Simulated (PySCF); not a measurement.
Compound: C₇H₇BN₂.
Atom-mapped SMILES: `[C-:1]#[N+:2][B:3]1[CH:4]=[CH:5][CH:6]=[CH:7][N:8]1[CH:9]=[CH2:10]` (hydrogens: H11 on C4; H12 on C5; H13 on C6; H14 on C7; H15 on C9; H16, H17 on C10)
Bond orders are those of one Lewis drawing.

Method: PBE0-D3(BJ)/def2-SVP geometry optimisation, gas phase (PySCF 2.14.0); density fitting, grid level 2; the optimiser is geomeTRIC in internal coordinates, started from a GFN2-xTB structure.

Step 0: E = -11008.5243 eV
```
atom  x, y, z in Å  |  force x, y, z in eV/Å
C1      0.0572    3.5924   -0.1567   -0.171   0.753  -0.017
N2      0.3000    2.4473   -0.1314   -0.136   0.203  -0.024
B3      0.6468    1.0661   -0.0969    0.776  -0.647   0.034
C4      2.0743    0.5688   -0.0284   -0.288   0.234  -0.030
C5      2.2949   -0.7754    0.0131   -0.220   0.014  -0.006
C6      1.2113   -1.6799   -0.0212    0.026  -0.039   0.043
C7     -0.0732   -1.2397   -0.0812    0.173  -0.247   0.030
N8     -0.3961    0.0795   -0.1108   -0.023  -0.025  -0.072
C9     -1.7457    0.4580   -0.1319   -0.057   0.244   0.031
C10    -2.7693   -0.2480    0.3250    0.003  -0.131   0.001
H11     2.9273    1.2332   -0.0105    0.283   0.343   0.014
H12     3.2966   -1.1821    0.0633    0.442  -0.146   0.018
H13     1.4006   -2.7418   -0.0112   -0.004  -0.470  -0.010
H14    -0.8922   -1.9419   -0.1365   -0.331  -0.211  -0.032
H15    -1.9037    1.4468   -0.5401   -0.050   0.362  -0.142
H16    -2.6687   -1.2153    0.7860    0.122  -0.539   0.269
H17    -3.7673    0.1442    0.2592   -0.543   0.302  -0.106
```

Question: Estimate the geometry and energy of step 1. (The exact step hangs on the optimiser's Hessian estimate; all steps are aligned on step 0, rigid shifts and turns removed.)

Answer: E = -11008.5874 eV, largest force 0.107 eV/Å
```
atom  x, y, z in Å  |  force x, y, z in eV/Å
C1      0.0324    3.6169   -0.1718   -0.021   0.057  -0.005
N2      0.2921    2.4695   -0.1439    0.046  -0.097   0.004
B3      0.6671    1.0643   -0.1010   -0.076   0.045   0.000
C4      2.0892    0.5735   -0.0328    0.070   0.035   0.001
C5      2.3025   -0.7808    0.0141    0.091  -0.023   0.005
C6      1.2184   -1.6974   -0.0167    0.009  -0.079   0.002
C7     -0.0709   -1.2553   -0.0776   -0.087   0.028  -0.003
N8     -0.3922    0.0750   -0.1072    0.040   0.007   0.007
C9     -1.7505    0.4700   -0.1119    0.026   0.016  -0.044
C10    -2.7828   -0.2536    0.3205   -0.081  -0.032   0.045
H11     2.9467    1.2523   -0.0134   -0.035  -0.015  -0.003
H12     3.3195   -1.1881    0.0657   -0.045   0.017  -0.003
H13     1.3997   -2.7739   -0.0110    0.000   0.032   0.000
H14    -0.9071   -1.9540   -0.1366    0.019   0.011   0.002
H15    -1.9017    1.4768   -0.5061    0.008  -0.010   0.013
H16    -2.6788   -1.2421    0.7750   -0.003   0.018  -0.024
H17    -3.7907    0.1590    0.2447    0.040  -0.012   0.003
```

The energy changes by -0.0631 eV. The first-order estimate −F·Δx gives -0.1311 eV and the mean of the old and new forces, exact on a quadratic surface, -0.0637 eV. The step makes an angle of 50° with the force vector and moves no atom by more than 0.045 Å.

What follows is the cost of the whole optimisation. On one thread, Arm Neoverse V2 (aarch64), no GPU, shared host with 96 logical CPUs at a one-minute load of 13, this took 83 s and 0.80 GiB of memory at its peak.
